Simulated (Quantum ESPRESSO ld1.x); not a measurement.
Results of a calculation; reference values are marked as such.
All-electron atom: Ho7+ in [Kr] 4d10 4f9 5s2 5p3. Code: ld1.x of Quantum ESPRESSO 7.5. Model: scalar-relativistic Kohn-Sham, LDA (Slater exchange, Perdew-Wang correlation), spin-polarised, spherical densities, point nucleus; open shells are filled with parallel spins first.

Radial electron density D(r) = 4 pi r^2 rho(r):

```
   r/bohr * D(r) (the largest magnitude, 120, reaches the edge; | marks zero)
 0.001311 |   *
 0.001735 |    *
 0.002296 |       *
 0.003038 |           *
 0.004019 |                *
 0.005318 |                       *
 0.007036 |                              *
  0.00931 |                                    *
  0.01232 |                                        *
   0.0163 |                                        *
  0.02156 |                                     *
  0.02853 |                                    *
  0.03775 |                                        *
  0.04995 |                                                  *
  0.06609 |                                                      *
  0.08745 |                                               *
   0.1157 |                                         *
   0.1531 |                                              *
   0.2026 |                                              *
    0.268 |                             *
   0.3546 |                     *
   0.4692 |                         *
   0.6208 |                    *
   0.8214 |          *
    1.087 |    *
    1.438 |  *
    1.903 |*
    2.518 *
    3.331 *
```

D(r) has 4 maxima, at r = 0.0142, 0.0640, 0.178, 0.484 bohr, and minima at 0.0274, 0.117, 0.346 bohr, inside which lie 1.93, 11.13, 29.55 electrons.
